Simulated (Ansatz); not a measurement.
Relative stability

Two relaxed structures of B$_{2}$H$_{4}$SO, closed shell (PBE0-D4/def2-TZVP; forces vanish, vibrations not checked).

A:

```json
{"atom": "B1", "x (Å)": "-0.5259", "y (Å)": "1.1834", "z (Å)": "-0.4222"}
{"atom": "O2", "x (Å)": "0.2519", "y (Å)": "0.1750", "z (Å)": "-0.3441"}
{"atom": "B3", "x (Å)": "1.0742", "y (Å)": "-0.8745", "z (Å)": "-0.0676"}
{"atom": "S4", "x (Å)": "0.5862", "y (Å)": "-1.9747", "z (Å)": "1.2887"}
{"atom": "H5", "x (Å)": "0.2073", "y (Å)": "-1.2018", "z (Å)": "2.3814"}
{"atom": "H6", "x (Å)": "-1.4414", "y (Å)": "1.3576", "z (Å)": "-1.1684"}
{"atom": "H7", "x (Å)": "2.1829", "y (Å)": "-0.9967", "z (Å)": "-0.4712"}
{"atom": "H8", "x (Å)": "-0.7227", "y (Å)": "-2.3378", "z (Å)": "1.1315"}
```

B:

| atom | x (Å) | y (Å) | z (Å) |
| --- | --- | --- | --- |
| B1 | -0.7372 | 1.3851 | -0.7002 |
| O2 | 0.1108 | 0.3542 | -0.8022 |
| B3 | 0.9622 | -0.5502 | -0.2855 |
| S4 | 0.2989 | -1.9016 | 0.7045 |
| H5 | -0.7817 | 2.0077 | 0.3236 |
| H6 | -1.4136 | 1.6509 | -1.6510 |
| H7 | 2.1307 | -0.4703 | -0.5162 |
| H8 | 1.4810 | -2.4972 | 0.9209 |

Computed with Ansatz 0.2.0 (basis: def2-TZVPP); correlated methods freeze the cores. B3LYP uses VWN-RPA correlation.

Q: Which structure is lower at CCSD(T), and by how much? (An estimate is asked for; the value comes from the calculation.)

A: By the calculation: B, by 109.75 kcal/mol (electronic energy, against the other). By their contacts, A is B₂H₄SO ([BH][O][BH][SH2]) and B is B₂H₄SO ([BH2][O][BH][SH]).

All methods give the same order:

```json
{"method": "PBE-D4", "E(B) − E(A) (kcal/mol)": "-95.50"}
{"method": "r2SCAN-D4", "E(B) − E(A) (kcal/mol)": "-103.79"}
{"method": "PBE0-D4", "E(B) − E(A) (kcal/mol)": "-108.16"}
{"method": "B3LYP-D4", "E(B) − E(A) (kcal/mol)": "-107.44"}
{"method": "wB97M-V", "E(B) − E(A) (kcal/mol)": "-119.86"}
{"method": "HF", "E(B) − E(A) (kcal/mol)": "-148.61"}
{"method": "MP2", "E(B) − E(A) (kcal/mol)": "-110.89"}
{"method": "CCSD", "E(B) − E(A) (kcal/mol)": "-119.10"}
{"method": "CCSD(T)", "E(B) − E(A) (kcal/mol)": "-109.75"}
```

T1 diagnostic: at most 0.023. The restricted Hartree–Fock reference is unstable towards an unrestricted one at one or more of these structures. The program raised a doubt about the electronic state. A large double-excitation amplitude points to some diradical character; no triplet was computed.

Labels in which every atom is bracketed show which atoms are joined, not bond orders.

For scale, one of the runs: CCSD(T)/def2-TZVPP, 191 basis functions, launched by `ansatz run in.yaml --threads 2 --pin off --events-out ev --progress --plain --max-ram 4352MiB`. Hardware: 2 CPU threads of an Arm Neoverse N1, shared host. Wall time 100 s; peak host memory 2.1 GiB.
